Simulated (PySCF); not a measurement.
Isomers of C5H6ClFO, mass 136.009 u with the commonest isotopes. Theory: PBE0-D3(BJ)/def2-SVP geometry optimisation, gas phase in PySCF 2.14.0. One conformer each, none proved a minimum here; rigid rotors.

**Question.** Order these by dipole moment, largest first.
A. `[CH3:1][O:2][C@@H:3]1[CH2:4]/[C:5]1=[C:6](\[F:7])[Cl:8]` with C1–O2–C3–C4 147°
B. `[CH3:1][CH2:2]/[CH:3]=[C:4](/[F:5])[C:6](=[O:7])[Cl:8]` with C1–C2–C3–C4 -124°, C3–C4–C6–O7 0°
C. `[CH3:1]/[C:2]([F:3])=[C:4](/[CH3:5])[C:6](=[O:7])[Cl:8]` with C2–C4–C6–O7 1°

**Answer.** B (2.93 D), C (2.30 D), A (1.22 D).

**Question.** Order these by rotational constant B, largest first.
A. `[CH3:1][CH2:2]/[CH:3]=[C:4](/[F:5])[C:6](=[O:7])[Cl:8]` with C1–C2–C3–C4 -124°, C3–C4–C6–O7 0°
B. `[CH3:1]/[C:2]([F:3])=[C:4](/[CH3:5])[C:6](=[O:7])[Cl:8]` with C2–C4–C6–O7 1°
C. `[CH3:1][O:2][C@@H:3]1[CH2:4]/[C:5]1=[C:6](\[F:7])[Cl:8]` with C1–O2–C3–C4 147°

**Answer.** C (1211 MHz), B (1134 MHz), A (936.1 MHz).

**Question.** Order these by out-of-plane moment Σ m c² = (Ia + Ib − Ic)/2, largest first.
A. `[CH3:1][O:2][C@@H:3]1[CH2:4]/[C:5]1=[C:6](\[F:7])[Cl:8]` with C1–O2–C3–C4 147°
B. `[CH3:1]/[C:2]([F:3])=[C:4](/[CH3:5])[C:6](=[O:7])[Cl:8]` with C2–C4–C6–O7 1°
C. `[CH3:1][CH2:2]/[CH:3]=[C:4](/[F:5])[C:6](=[O:7])[Cl:8]` with C1–C2–C3–C4 -124°, C3–C4–C6–O7 0°

**Answer.** A (18.26 u·Å²), C (14.89 u·Å²), B (3.17 u·Å²).

| SMILES | point group | Ia (u·Å²) | Ib (u·Å²) | Ic (u·Å²) | κ | μa (D) | μb (D) | μc (D) |
| --- | --- | --- | --- | --- | --- | --- | --- | --- |
| C/C(F)=C(/C)C(=O)Cl | near Cs | 167.22 | 445.62 | 606.51 | -0.73 | 2.18 | 0.75 | 0.00 |
| CO[C@@H]1C/C1=C(\F)Cl | C1 | 206.32 | 417.37 | 587.17 | -0.56 | 0.82 | 0.37 | 0.83 |
| CC/C=C(/F)C(=O)Cl | C1 | 149.37 | 539.88 | 659.46 | -0.87 | 2.75 | 0.98 | 0.21 |
